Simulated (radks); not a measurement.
The numbers below are computed, except where a source is named.
Spin polarisation of the 3d6 shell in Fe. Start: [Ar] 3d(up 3, down 3) 4s2; electrons of 3d are moved from spin down to spin up, other shells keep equal spins. Code: a radial shooting solver on a logarithmic mesh with Libxc functionals. Model: scalar-relativistic Kohn-Sham, BLYP, spin-polarised, spherical densities, finite nucleus; Fermi nuclear charge, rms radius of each element as measured or else 0.836 A^(1/3) + 0.57 fm.

moment (Bohr magnetons)  E - E(0) (eV)  e(3d up) (eV)  e(3d down) (eV)  4s down minus up (eV)  3p down minus up (eV)
0                                0.000         -7.401           -7.401                 0.000                  0.000
1                               -0.226         -7.825           -6.922                  0.164                  1.049
2                               -0.902         -8.187           -6.391                  0.327                  2.090
3                               -2.019         -8.481           -5.812                  0.487                  3.114
4                               -3.565         -8.697           -5.187                  0.645                  4.113

At moment 4 the spin-polarisation energy is -3.565 eV and the 3d exchange splitting 3.510 eV, that is 0.878 eV per Bohr magneton; E = -I m^2/4 would give I = 0.891 eV.
